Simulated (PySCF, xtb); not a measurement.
C2H6BFO2, SMILES C[C@@H](F)B(O)O.

GFN2-xTB (xtb) at its own geometry gives an orbital gap of 6.55 eV and a dipole moment of 2.71 D.

Geometry: B3LYP-D3(BJ)/def2-SVP. The structure was generated by enumeration; whether it is a known compound was not checked. Other conformers were not sampled.

Problem. What does ωB97X/def2-TZVP run with PySCF give? (An estimate is asked for; the answer gives what the named calculation found.)

Solution. gap 13.45 eV (levels -11.07 and 2.38 eV), dipole 3.01 D.
